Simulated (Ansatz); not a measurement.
Ansatz (a program for electronic structure) input for WCl₃, SMILES [Cl][W]([Cl])[Cl] (connectivity only; charge and spin as stated), neutral, multiplicity 4, B3LYP-D3(BJ)/def2-SVP. 

Ansatz 0.2 input:
```yaml
crystal:
  periodic: [false, false, false]
  atoms:
    - {symbol: W, position_ang: [-0.00000000, 0.00000000, 0.00914366]}
    - {symbol: Cl, position_ang: [1.90625221, -1.10057523, -0.01326726]}
    - {symbol: Cl, position_ang: [-1.90625220, -1.10057523, -0.01326726]}
    - {symbol: Cl, position_ang: [0.00000000, 2.20115045, -0.01326726]}
basis:
  gaussian:
    orbitals: def2-SVP
hamiltonian:
  xc: b3lyp
  dispersion: d3bj
magnetization: {spin_polarized: true, initial_magnetization: 3}
relax: {f_tol: 0.002, max_steps: 200}
```

Output:

```
WARN ansatz: RAYON_NUM_THREADS=1 ignored (pool sized by the plan → 1); use --threads N
Functional definition: B3LYP
integrals: 0.03 GiB planned
858 factors; integrals over basis functions are off by at most 2.3e-4 eV
mean field: 0.62 GiB planned
mean field evaluation 1: about -39385.7771 eV, gradient 8.6e0 eV
mean field evaluation 2: about -39386.1206 eV, gradient 5.3e0 eV
mean field evaluation 4: about -39386.2621 eV, gradient 3.3e-1 eV
mean field evaluation 8: about -39386.3157 eV, gradient 1.0e-2 eV
mean field evaluation 16: about -39386.3157 eV, gradient 1.1e-5 eV
mean field -39386.31571356 eV, -1447.4204054697 hartree, gradient 1.1e-5 eV, S^2 3.758693; 2 other end points of the search recorded, 0 dependent functions left out
the calculation of the forces begins
reference -39386.31597202 eV, -1447.4204149678 hartree; 34, 31 occupied and 52, 55 virtual orbitals, 858 factors
relax step   1: F+E_penalty+E_count = -39386.62036482 eV  Δ(F+E_penalty+E_count) = +0.000e0 eV  max|allowed force component| = 1.856e0 eV/Å  Δτ_max = 0.0000 Å  (43 SCF iters, accepted)
these checks for a lower state are left out or cut short: starts, cluster_reference, orbital_swaps, neighbouring_geometries, increment
integrals: 0.03 GiB planned
858 factors; integrals over basis functions are off by at most 1.3e-4 eV
mean field: 0.61 GiB planned
mean field -39386.52603916 eV, -1447.4281347930 hartree, gradient 2.0e-5 eV, S^2 3.761755; 0 other end points of the search recorded, 0 dependent functions left out
the calculation of the forces begins
reference -39386.52629819 eV, -1447.4281443122 hartree; 34, 31 occupied and 52, 55 virtual orbitals, 858 factors
relax step   2: F+E_penalty+E_count = -39386.81602346 eV  Δ(F+E_penalty+E_count) = -1.957e-1 eV  max|allowed force component| = 4.541e-1 eV/Å  Δτ_max = 0.1057 Å  (46 SCF iters, accepted)
these checks for a lower state are left out or cut short: starts, cluster_reference, orbital_swaps, neighbouring_geometries, increment
integrals: 0.03 GiB planned
858 factors; integrals over basis functions are off by at most 1.5e-4 eV
mean field: 0.61 GiB planned
mean field evaluation 32: about -39386.4945 eV, gradient 7.6e-2 eV
mean field -39386.54000030 eV, -1447.4286478553 hartree, gradient 2.2e-5 eV, S^2 3.760926; 0 other end points of the search recorded, 0 dependent functions left out
the calculation of the forces begins
reference -39386.54025918 eV, -1447.4286573689 hartree; 34, 31 occupied and 52, 55 virtual orbitals, 858 factors
relax step   3: F+E_penalty+E_count = -39386.83323069 eV  Δ(F+E_penalty+E_count) = -1.721e-2 eV  max|allowed force component| = 1.553e-2 eV/Å  Δτ_max = 0.0244 Å  (38 SCF iters, accepted)
these checks for a lower state are left out or cut short: starts, cluster_reference, orbital_swaps, neighbouring_geometries, increment
integrals: 0.03 GiB planned
858 factors; integrals over basis functions are off by at most 1.5e-4 eV
mean field: 0.61 GiB planned
mean field -39386.54000156 eV, -1447.4286479016 hartree, gradient 2.4e-5 eV, S^2 3.760912; 0 other end points of the search recorded, 0 dependent functions left out
the calculation of the forces begins
reference -39386.54026043 eV, -1447.4286574151 hartree; 34, 31 occupied and 52, 55 virtual orbitals, 858 factors
relax step   4: F+E_penalty+E_count = -39386.83328937 eV  Δ(F+E_penalty+E_count) = -5.868e-5 eV  max|allowed force component| = 9.156e-3 eV/Å  Δτ_max = 0.0033 Å  (44 SCF iters, accepted)
these checks for a lower state are left out or cut short: starts, cluster_reference, orbital_swaps, neighbouring_geometries, increment
integrals: 0.03 GiB planned
858 factors; integrals over basis functions are off by at most 1.5e-4 eV
mean field: 0.61 GiB planned
mean field -39386.54003631 eV, -1447.4286491785 hartree, gradient 2.6e-5 eV, S^2 3.760913; 0 other end points of the search recorded, 0 dependent functions left out
the calculation of the forces begins
reference -39386.54029518 eV, -1447.4286586920 hartree; 34, 31 occupied and 52, 55 virtual orbitals, 858 factors
relax step   5: F+E_penalty+E_count = -39386.83331870 eV  Δ(F+E_penalty+E_count) = -2.933e-5 eV  max|allowed force component| = 2.304e-4 eV/Å  Δτ_max = 0.0048 Å  (43 SCF iters, accepted)
integrals: 0.03 GiB planned
858 factors; integrals over basis functions are off by at most 1.5e-4 eV
mean field: 0.61 GiB planned
mean field evaluation 64: about -39386.5400 eV, gradient 8.8e-3 eV
mean field -39386.54003631 eV, -1447.4286491785 hartree, gradient 2.6e-5 eV, S^2 3.760913; 5 other end points of the search recorded, 0 dependent functions left out
the calculation of the forces begins
reference -39386.54029518 eV, -1447.4286586920 hartree; 34, 31 occupied and 52, 55 virtual orbitals, 858 factors
Total energy: -39386.83357758 eV, -1447.4394366213 hartree
Atom 0 at     0.000000    -0.000000    -0.007634 Å, force    -0.000230     0.000133    -0.000055 eV/Å
Atom 1 at     1.976309    -1.141023    -0.007674 Å, force     0.000015    -0.000009     0.000018 eV/Å
Atom 2 at    -1.976327    -1.141053    -0.007675 Å, force     0.000158     0.000024     0.000018 eV/Å
Atom 3 at     0.000017     2.282076    -0.007675 Å, force     0.000058    -0.000149     0.000018 eV/Å
Dipole moment:     0.000026    -0.000015     0.000018 e Å
```

The run converged.
